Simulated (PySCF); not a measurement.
PySCF job for Te(NH2)(SiH3) (H5NSiTe), SMILES N[Te][SiH3], IEF-PCM-PBE0/def2-SVP. Coordinates come from a PBE0-D3(BJ)/def2-SVP optimisation. The def2 effective core potentials stand for the cores of Te; spin–orbit coupling is left out. The values are those of a single conformer.

```python
import numpy as np
from pyscf import gto, scf, dft
from pyscf.solvent import pcm

mol = gto.M(
    atom='''
    Te    0.36631175   -0.47616593    0.00000000
    N    -1.56909229   -1.20018139   -0.00000000
    H    -2.05995755   -0.85356135   -0.82361963
    H    -2.05995756   -0.85356135    0.82361963
    Si   -0.21209941    1.96376983   -0.00000000
    H    -1.01785733    2.31433812    1.20973740
    H    -1.01785732    2.31433811   -1.20973739
    H     1.06045656    2.74756676    0.00000001
    ''',
    basis='def2-SVP',
    ecp={'Te': 'def2-svp'},
    charge=0,
    spin=0,
    max_memory=1600,
    verbose=3,
)
mf = dft.RKS(mol, xc='pbe0').density_fit(auxbasis='def2-universal-jkfit')
mf.grids.level = 3
mf.conv_tol = 1e-9
mf.max_cycle = 100
mf.kernel()
res = {}
for name, eps in {'water': 78.355, 'dichloromethane': 8.93, 'chlorobenzene': 5.6968}.items():
    s = mf.PCM()
    s.with_solvent.method, s.with_solvent.eps, s.with_solvent.lebedev_order = 'IEF-PCM', eps, 29
    s.kernel(mf.make_rdm1())
    res[name] = (s.e_tot, eps, s.dip_moment(), s.mo_energy, s.converged)
    print(f'{name}: electrostatic solvation free energy {(s.e_tot - mf.e_tot) * 627.509474:.3f} kcal/mol')
```

It prints:

```
converged SCF energy = -614.943247024173

WARN: PCM is an experimental feature. It is still in testing.
Features and APIs may be changed in the future.

converged SCF energy = -614.950231213745
Dipole moment(X, Y, Z, Debye): -1.12883,  1.78023, -0.00000
water: electrostatic solvation free energy -4.383 kcal/mol

WARN: PCM is an experimental feature. It is still in testing.
Features and APIs may be changed in the future.

converged SCF energy = -614.949063966865
Dipole moment(X, Y, Z, Debye): -1.06295,  1.68170, -0.00000
dichloromethane: electrostatic solvation free energy -3.650 kcal/mol

WARN: PCM is an experimental feature. It is still in testing.
Features and APIs may be changed in the future.

converged SCF energy = -614.948406796991
Dipole moment(X, Y, Z, Debye): -1.02804,  1.62814, -0.00000
chlorobenzene: electrostatic solvation free energy -3.238 kcal/mol
```

Self-consistency was reached.
